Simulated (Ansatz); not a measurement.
The first iterations of a band of BClFH3O (7 atoms, charge 0, multiplicity 1).

Level of theory: RKS BLYP-D4/def2-SVP in Ansatz.

```yaml
movable_images: 5
climbing_image: yes
spring: 5.0 eV/Å²
optimiser: quadratic models (default)
start_path: straight line
force_threshold: 0.05 eV/Å
iteration_limit: 60
end_points: relaxed
```

Initial state:

```xyz
7
Properties=species:S:1:pos:R:3
B 0.047 0.060 0.226
H 0.403 0.829 1.089
Cl 1.201 -0.130 -1.219
F -1.279 0.029 -0.106
O 0.237 -1.528 0.963
H 0.794 -1.988 0.289
H -0.657 -1.933 0.888
```

Final state:

```xyz
7
Properties=species:S:1:pos:R:3
B 0.157 -0.653 -0.617
H -0.090 0.383 2.334
Cl 1.476 0.424 -1.104
F -1.109 -0.229 -0.744
O 0.446 -1.883 -0.125
H -0.361 -2.389 0.095
H 0.227 -0.313 2.294
```

| iteration | highest image above the first end (eV) | largest band force component (eV/Å) |
| --- | --- | --- |
| 1 | 18.335 | 113.259 |
| 2 | 3.346 | 10.347 |
| 3 | 2.153 | 6.920 |
| 4 | 1.441 | 2.831 |
| 5 | 1.481 | 2.312 |
| 6 | 1.405 | 1.663 |
| 7 | 1.211 | 0.698 |

Question: Does the band converge within its limit, and where does its top end?

Answer: The forces met the threshold. It ended after 22 iterations with the highest image 1.057 eV above the first end. Neighbouring images differ by up to 1.7 eV, so the band resolves the path poorly. Another band between the same ends (5 images) ends at a top of the same energy, where a vibrational analysis finds 1 clearly imaginary mode. The orbitals stay closed-shell, which can raise the energy where a bond breaks towards radicals; this wasn't checked here.

Time of the run: 3.7 min on 1 thread of Arm Neoverse V1, with other jobs on the host, peak memory 0.14 GiB.
